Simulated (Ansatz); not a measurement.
`[Cl][Al]([Cl])[I]` + CH₃SH → `C[S][Al]([Cl])[Cl]` + HI  (ligand exchange at the Al–I bond)

Calculated with Ansatz (gas phase, PBE0-D4/def2-TZVP geometries, no zero-point term in ΔE). CCSD(T)/CBS is the MP2 limit (def2-TZVPP, def2-QZVPP) plus CCSD(T) − MP2 in def2-TZVPP, frozen cores. This one scheme is used for every species. DFT in def2-TZVPP. B3LYP here is the variant with VWN-RPA as its local correlation; programs differ in this. def2 core potentials past Kr. For I outer-core shells are correlated without core-valence functions, which leaves a few kJ/mol of doubt a bond. One conformer a species, not always the lowest.

```tsv
level	ΔE (kcal/mol)
LDA (SPW92)	7.0
B3LYP-D4	8.1
r2SCAN0	9.5
MP2/def2-QZVPP	10.4
```

**Question.** What does CCSD(T)/CBS give? (Estimate.)

**Answer.** Computed: +9.5 kcal/mol. The listed levels differ from it by -2.5, -1.4, 0.0, 0.9 kcal/mol.

**Question.** What do rigid-rotor, harmonic-oscillator terms from PBE0-D4/def2-TZVP frequencies (298.15 K, 1 bar) make of the CCSD(T)/CBS value? (Estimate.)

**Answer.** Ansatz gave: ΔZPE = -1.5 kcal/mol, ΔH = +8.7 kcal/mol, ΔS = 4 J/(mol·K), ΔG = +8.5 kcal/mol. Modes under 50 cm⁻¹ make the entropy rough.

Largest T1 diagnostic among the species: 0.009.

From r2SCAN to r2SCAN0 (25 % exact exchange), in def2-TZVPP and without D4, ΔE moves by +0.9 kcal/mol. At CCSD(T), def2-SVP lies −0.9 kcal/mol from the extrapolated value and def2-TZVPP −0.9 kcal/mol. The D4 term adds −0.8 kcal/mol with B3LYP and −0.5 kcal/mol with PBE0; it sums over pairs of atoms, weighted by their polarisabilities, and B3LYP, whose exchange is more repulsive, gets the larger term.
